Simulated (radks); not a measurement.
Q: The table gives one normalised radial function P(r) = r R(r) of Nd2+ in [Kr] 4d10 4f4 5s2 5p5.5 5f0.5 (r in bohr). Calculated with a radial shooting solver on a logarithmic mesh with Libxc functionals: scalar-relativistic Kohn-Sham, r2SCAN, spin-unpolarised, spherical densities, finite nucleus; meta-GGA in the generalised Kohn-Sham scheme; Fermi nuclear charge, rms radius 4.9123 fm.

| r | P |
|---|---|
| 0.0008361 | 0.0006 |
| 0.001351 | 0.0013 |
| 0.002201 | 0.0030 |
| 0.003557 | 0.0068 |
| 0.005795 | 0.0155 |
| 0.009365 | 0.0340 |
| 0.01526 | 0.0709 |
| 0.02466 | 0.1307 |
| 0.03985 | 0.1956 |
| 0.06491 | 0.1852 |
| 0.1049 | -0.0144 |
| 0.1709 | -0.2860 |
| 0.2762 | -0.1055 |
| 0.4499 | 0.4249 |
| 0.7271 | 0.1074 |
| 1.175 | -0.7540 |
| 1.914 | -0.7631 |
| 3.093 | -0.2314 |
| 5.039 | -0.0168 |
| 8.144 | -0.0002 |
| 13.27 | 0.0000 |
| 21.44 | 0.0000 |

Which n and l does it have? It may be an empty orbital.

A: n = 5, l = 1: the number of nodes gives n - l - 1 = 3, the rise at small r (about r^(l+1), flatter next to the nucleus through relativity) gives l, and the extent must fit the shell. The curve is that of 5p. 5p: eigenvalue -39.247 eV, 3 radial nodes at r = 0.102, 0.303, 0.771 bohr, <r> = 1.69 bohr, 90 % of the charge inside 2.45 bohr.
